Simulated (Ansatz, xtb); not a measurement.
# GaH7N2OSi: 7 structures ranked

7 gas-phase structures of GaH7N2OSi, from a drawn sample of its isomers (lower ones may exist). Each was relaxed with GFN2-xTB; where two conformers were screened, the lower at r2SCAN-D4/def2-SVP is listed:

A. `[NH2][GaH][NH][SiH2]O`, a singlet
B. `N[Si@@H](O)[NH][GaH2]`, a singlet
C. `[NH2][Ga]([NH2])[O][SiH3]`, a singlet
D. `N[SiH2][O][GaH][NH2]`, a singlet
E. `N[SiH2][NH][GaH][OH]`, a singlet
F. a singlet given by its coordinates
G. `N[SiH](N)[O][GaH2]`, a singlet

F (Å):

```yaml
atoms:
  - { symbol: Ga, position_ang: [-0.5788, 0.8290, 2.4060] }
  - { symbol: N, position_ang: [-2.1671, 1.5991, 2.8588] }
  - { symbol: N, position_ang: [0.2533, 1.3839, 0.7651] }
  - { symbol: O, position_ang: [-1.0533, -0.6743, 0.9695] }
  - { symbol: Si, position_ang: [-0.2052, 0.1232, -0.2691] }
  - { symbol: H, position_ang: [-2.4364, 1.8165, 3.8095] }
  - { symbol: H, position_ang: [-2.5966, 2.2815, 2.2438] }
  - { symbol: H, position_ang: [0.2722, 0.0658, 3.4211] }
  - { symbol: H, position_ang: [0.8405, 2.1383, 0.4542] }
  - { symbol: H, position_ang: [0.8142, -0.8318, -0.7108] }
  - { symbol: H, position_ang: [-1.2011, 0.3979, -1.3083] }
  - { symbol: H, position_ang: [-1.5363, -1.4755, 0.7681] }
```

Close contacts (Å): Ga1–N2 1.82, Ga1–N3 1.92, Ga1–O4 2.13, N3–Si5 1.69, O4–Si5 1.70, Ga1–H8 1.53, N2–H6 1.01, N2–H7 1.01, N3–H9 1.01, O4–H12 0.96, Si5–H10 1.47, Si5–H11 1.47.

Task: Estimate their order in r2SCAN-D4/def2-SVP energy at these geometries, lowest first.

Result: Calculated order at r2SCAN-D4/def2-SVP: G (0.000), D (0.197), B (0.319), A (0.437), C (0.576), F (0.628), E (1.011) eV.

Energies above the lowest of each column, in eV; the last columns are at PBE0-D4/def2-SVP geometries and were run for some of them only (a dash: not run or not comparable):

```tsv
structure	GFN2-xTB	HF/STO-3G	r2SCAN-D4/def2-SVP	PBE0-D4/def2-SVP	CCSD(T)/def2-SVP + ΔMP2/def2-TZVPP
G	0.000	0.350	0.000	0.000	0.000
D	0.064	0.142	0.197	0.195	0.200
B	0.827	0.567	0.319	0.210	0.217
A	0.758	0.157	0.437	–	–
C	0.285	0.246	0.576	–	–
F	0.295	0.000	0.628	–	–
E	0.632	0.697	1.011	–	–
```

CCSD(T)/def2-SVP + ΔMP2/def2-TZVPP puts G lowest of those it was run on; HF/STO-3G picks F. Some further structures that were screened fall inside this span and aren't listed. Flexible structures stand in one conformer each, not always the lowest. Frequencies (GFN2-xTB) were run for B, D, G alone. ΔMP2 is the change of the MP2 energy from the smaller to the larger basis.

Over these structures GFN2-xTB departs from r2SCAN-D4/def2-SVP by 0.274 eV on average once a common shift is removed. A GFN2-xTB relaxation took about 0.17 s and the r2SCAN-D4/def2-SVP energy about 3.3 s on a shared host (Ansatz 0.2.0, xtb 6.7.1).
